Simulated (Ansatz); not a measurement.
Cost and result for the atomization energy of `[OH][GeH2][SH]` (7 atoms, 6 bonds).

The species carries charge 0 and has multiplicity 1. Correlated methods include outer-core shells of Ge, which these sets cover unevenly. Scalar relativity is left out up to krypton. All single points use the PBE0-D4/def2-TZVP geometry. It is one conformer, not always the lowest. Program: Ansatz. All runs use 2 threads of an Arm Neoverse V1 on a shared host. Times are those of one run each, without the atoms' runs, and a repeat can differ threefold. Electronic energies, without spin–orbit coupling; frozen cores. CCSD(T)/CBS adds CCSD(T) − MP2 in def2-TZVPP to the MP2 limit, and its time is that of the two runs behind it. T1 = 0.012. With those shells the extrapolation isn't a true limit. HSE06 is the plane-wave form, built on full-range PBE exchange.

CCSD(T)/CBS is a level of theory with its own doubt, some kJ/mol a heavy atom from the limit and from the frozen cores, so smaller differences don't rank the functionals.

| level | functions | atomization (kJ/mol) | difference from CCSD(T)/CBS | per bond |
| --- | --- | --- | --- | --- |
| PBE0-D4/def2-TZVPP | 177 | 2069.4 | -45.3 | -7.5 |
| revPBE-D4/def2-TZVPP | 177 | 2054.9 | -59.8 | -10.0 |
| B97M-V/def2-TZVPP | 177 | 2124.0 | 9.3 | 1.6 |
| CCSD(T)/def2-TZVPP | 177 | 2058.7 | -56.0 | -9.3 |
| CCSD(T)/CBS(def2) | – | 2114.7 | 0.0 | 0.0 |
| ωB97M-V/def2-TZVPP (with forces) | 177 | 2098.1 | -16.6 | -2.8 |
| HSE06-D4/def2-TZVPP | 177 | 2070.4 | -44.3 | -7.4 |
| r2SCAN-D4/def2-TZVPP (with forces) | 177 | 2104.9 | -9.8 | -1.6 |
| MP2/def2-QZVPP | 336 | 2110.8 | -3.9 | -0.6 |
| r2SCANh-D4/def2-TZVPP | 177 | 2087.1 | -27.6 | -4.6 |
| B2PLYP/def2-TZVPP | 177 | 2064.8 | -49.9 | -8.3 |
| CCSD(T)/def2-SVP | 84 | 1930.5 | -184.2 | -30.7 |
| PBE-D4/def2-TZVPP (with forces) | 177 | 2109.3 | -5.4 | -0.9 |

Task: Order the runs by time, with rough figures. (An estimate is asked.)

Result: Ansatz gave: revPBE-D4/def2-TZVPP 2.4 s; PBE-D4/def2-TZVPP (with forces) 2.7 s; CCSD(T)/def2-SVP 3.5 s; PBE0-D4/def2-TZVPP 4 s; HSE06-D4/def2-TZVPP 4 s; B2PLYP/def2-TZVPP 6 s; r2SCAN-D4/def2-TZVPP (with forces) 6.5 s; r2SCANh-D4/def2-TZVPP 6.5 s; B97M-V/def2-TZVPP 11 s; ωB97M-V/def2-TZVPP (with forces) 13 s; MP2/def2-QZVPP 23 s; CCSD(T)/def2-TZVPP 70 s; CCSD(T)/CBS(def2) 93 s.

From r2SCAN to r2SCAN0 (25 % exact exchange), in def2-TZVPP and without D4, the atomization energy moves by −43.6 kJ/mol: exact exchange takes away binding that semilocal exchange gives to molecules. In def2-TZVPP, CCSD(T) changes the Hartree–Fock value by +613.7 kJ/mol (the triples alone add +34.8 kJ/mol) and MP2 by +633.0 kJ/mol; breaking electron pairs costs correlation energy, which Hartree–Fock lacks. At CCSD(T), def2-SVP lies −184.1 kJ/mol from the extrapolated value and def2-TZVPP −55.9 kJ/mol: correlation converges slowly with the basis, and small sets miss more of it in the bonded molecule than in its fragments.
